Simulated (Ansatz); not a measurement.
Molecule: C$_{5}$H$_{6}$S, charge 0, multiplicity 1. 
Structure (B3LYP-D3(BJ)/def2-TZVP (Ansatz, a quantum-chemistry and plane-wave program) minimum search):
```xyz
12

C     -2.2699    -0.0970    -0.0421
C     -0.7851    -0.1672     0.1103
C     -0.0546    -0.9890     0.9212
C      1.3509    -0.7886     0.8161
C      1.6750     0.1876    -0.0773
S      0.2663     0.8686    -0.7962
H     -2.6587     0.8896     0.2198
H     -2.7418    -0.8285     0.6140
H     -2.5835    -0.3123    -1.0661
H     -0.5118    -1.7181     1.5759
H      2.0842    -1.3465     1.3804
H      2.6534     0.5441    -0.3533
```
Charge 0, spin multiplicity 1.

Total electronic energies in hartree. Correlated levels leave the core frozen unless marked. Spin-orbit coupling is left out. No relativistic terms. Basis-set limits of correlation are two-point, X^-3; Hartree-Fock from the larger set.

The Hartree-Fock reference is unstable (checked in the largest basis), which strains HF and MP2. 

| level | program | energy (Eh) |
|---|---|---|
| HF/aug-cc-pV(Q+d)Z | Ansatz | -590.44994 |
| RI-HF/aug-cc-pV(Q+d)Z | Ansatz | -590.44974 |
| revPBE-D3(BJ)/def2-TZVPD | Ansatz + dftd3 | -592.31613 |
| BHLYP/def2-TZVPD | Ansatz | -592.28138 |
| HSE06-D4/def2-TZVPD | Ansatz + dftd4 | -592.02803 |
| LC-wPBE-D4/def2-TZVPD | Ansatz + dftd4 | -592.16793 |
| B2PLYP-D3(BJ)/def2-TZVPD | Ansatz + dftd3 | -592.11334 |
| CCSD(T)/STO-3G | Ansatz | -584.06990 |
| CCSD(T)/CBS(cc-pV(T+d)Z,cc-pV(Q+d)Z) | Ansatz | -591.6262 |

Totals of different functionals don't rank their quality; only differences between species are comparable.
